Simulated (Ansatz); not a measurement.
`C[N](C)[Ge][NH2]` + H–F → `C[N](C)[Ge][F]` + NH₃ at 600 K and 1 bar (ligand exchange at a Ge–N bond).

Computed with Ansatz on PBE0-D4/def2-TZVP structures; ΔE is electronic, products minus reactants. CBS: MP2 limit from def2 TZ/QZ plus the TZ coupled-cluster correction, frozen cores. This one scheme is used for every species. For Ge outer-core shells are correlated without core-valence functions, which leaves a few kJ/mol of doubt a bond. Scalar relativity is left out up to krypton. One conformer a species, not always the lowest.

| species | CCSD(T)/CBS energy (Eh) | H − E (kJ/mol) | S (J/(mol·K)) |
| --- | --- | --- | --- |
| `C[N](C)[Ge][NH2]` | -2266.45365 | 350.2 | 464.7 |
| H–F | -100.39570 | 42.3 | 194.0 |
| `C[N](C)[Ge][F]` | -2310.36681 | 280.6 | 431.4 |
| NH₃ | -56.50880 | 112.4 | 219.5 |

H − E and S are ideal-gas, rigid-rotor, harmonic terms from PBE0-D4/def2-TZVP, for one conformer and one mirror image of each species. 1 Eh = 2625.50 kJ/mol, R = 8.31446 J/(mol·K).

Q: By hand: ΔE, ΔH, ΔS and ΔG.

A: ΔE = (-2310.36681) + (-56.50880) − (-2266.45365) − (-100.39570) = -0.02626 Eh = -68.9 kJ/mol. Δ(H − E) = 280.6 + 112.4 − 350.2 − 42.3 = 0.5, so ΔH = -68.4 kJ/mol. ΔS = 431.4 + 219.5 − 464.7 − 194.0 = -7.8 J/(mol·K). ΔG = -68.4 − 600 × (-7.8)/1000 = -63.7 kJ/mol.

Q: By hand: the equilibrium constant, and the temperature at which ΔG would vanish if ΔH and ΔS stayed fixed.

A: log₁₀ K = −ΔG/(RT ln 10) = 5.5. ΔG = 0 at ΔH/ΔS = 8769 K, far beyond where these terms or the molecules hold.

The number of gas molecules stays the same, so ΔS is small and ΔH decides. A doubt of 5 kJ/mol in ΔE shifts log₁₀ K by 0.4 here. Other conformers and mirror images would add mixing entropy, several J/(mol·K) or more a flexible species. These are equilibria of isolated gas molecules and say nothing of rates. Largest T1 diagnostic: 0.015 (customary marks: 0.02 for closed shells, 0.045 for open ones).
